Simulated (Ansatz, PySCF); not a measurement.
HfBr₃, SMILES [Br][Hf]([Br])[Br] (connectivity only; charge and spin as stated), neutral, multiplicity 2. Atoms are numbered in the order given.

```xyz
4

Hf    -0.0010     0.0031     0.0000
Br    -1.2487     0.0038     2.1615
Br    -1.2487     0.0038    -2.1615
Br     2.4948     0.0039     0.0000
```
Charge 0, spin multiplicity 2.

Geometry: B3LYP-D3(BJ)/def2-SVP. The spin state was assumed, not searched. The def2 effective core potentials stand for the cores of Hf; spin–orbit coupling is left out.

Two levels are set side by side: PBE-D3(BJ)/def2-SVP (Ansatz, a quantum-chemistry and plane-wave program) and B3LYP-D3(BJ)/def2-SVP (Ansatz). Each level has its own optimised geometry; the coordinates shown are those of the second. Frequencies come from the Hessian of PySCF at each geometry. Differences are taken from unrounded values.

| quantity | B3LYP-D3(BJ) | PBE-D3(BJ) | PBE-D3(BJ) minus B3LYP-D3(BJ) |
|---|---|---|---|
| mean bond length (Å) | 2.496 | 2.489 | -0.007 |
| bond Hf1–Br2 (Å) | 2.496 | 2.489 | -0.007 |
| bond Hf1–Br3 (Å) | 2.496 | 2.489 | -0.007 |
| bond Hf1–Br4 (Å) | 2.496 | 2.489 | -0.007 |
| highest harmonic wavenumber (cm⁻¹) | 270 | 268 | -2 |
| mean harmonic wavenumber (cm⁻¹) | 153 | 150 | -2 |
| zero-point energy (kcal/mol) | 1.31 | 1.29 | -0.02 |

Here PBE gives about what the other level gives.
